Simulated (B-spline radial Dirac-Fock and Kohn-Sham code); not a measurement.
# Two-hole binding energies of Cu⁶⁺

System: Cu⁶⁺, [Ar] 3d5.

Input of the calculation (task.json; shells as n, l, electrons):

```json
{"items": [{
  "Z": 29,
  "q": 6,
  "cfg": [[1, 0, 2], [2, 0, 2], [2, 1, 6], [3, 0, 2], [3, 1, 6], [3, 2, 5]],
  "A": 63,
  "rrms": 3.8823,
  "do": ["binding", "quiet", "double"]
}]}
```

Run with: `python xray_run.py task.json out`

Level of theory: Dirac-Fock energy differences between relaxed states, corrected for Breit and QED terms; a B-spline atomic structure program. U is the two-hole binding energy less the two single-hole energies, the effective repulsion of the holes after relaxation. Each two-hole energy is an average over J within one jj subconfiguration.

| holes | E(a) (eV) | E(b) (eV) | E(ab) (eV) | U (eV) |
| --- | --- | --- | --- | --- |
| 1s⁻² | 9128.2 | 9128.2 | 18683.2 | 426.9 |
| 1s⁻¹ 2p3/2⁻¹ | 9128.2 | 1084.2 | 10329.0 | 116.6 |
| 1s⁻¹ 3p1/2⁻¹ | 9128.2 | 211.5 | 9379.5 | 39.9 |
| 1s⁻¹ 3p3/2⁻¹ | 9128.2 | 208.5 | 9376.0 | 39.3 |
| 2s⁻² | 1252.0 | 1252.0 | 2580.6 | 76.6 |
| 2s⁻¹ 2p1/2⁻¹ | 1252.0 | 1104.2 | 2427.0 | 70.8 |
| 2p1/2⁻² | 1104.2 | 1104.2 | 2298.6 | 90.2 |
| 2p1/2⁻¹ 2p3/2⁻¹ | 1104.2 | 1084.2 | 2272.0 | 83.6 |
| 2s⁻¹ 3p3/2⁻¹ | 1252.0 | 208.5 | 1496.1 | 35.6 |
| 2p1/2⁻¹ 3s⁻¹ | 1104.2 | 260.8 | 1401.3 | 36.3 |
| 2p3/2⁻¹ 3p1/2⁻¹ | 1084.2 | 211.5 | 1332.3 | 36.7 |
| 3p1/2⁻² | 211.5 | 211.5 | ? | ? |
| 3p1/2⁻¹ 3p3/2⁻¹ | 211.5 | 208.5 | 449.0 | 29.0 |
| 3p3/2⁻² | 208.5 | 208.5 | 446.6 | 29.5 |

Task: Give the missing two-hole energy and U.

Result: E(ab) = 453.9 eV and U = 31.0 eV.

Run: 48 s of CPU time on 1 thread of AMD EPYC 7R43 64-Core Processor (shared host), peak memory 0.37 GiB.
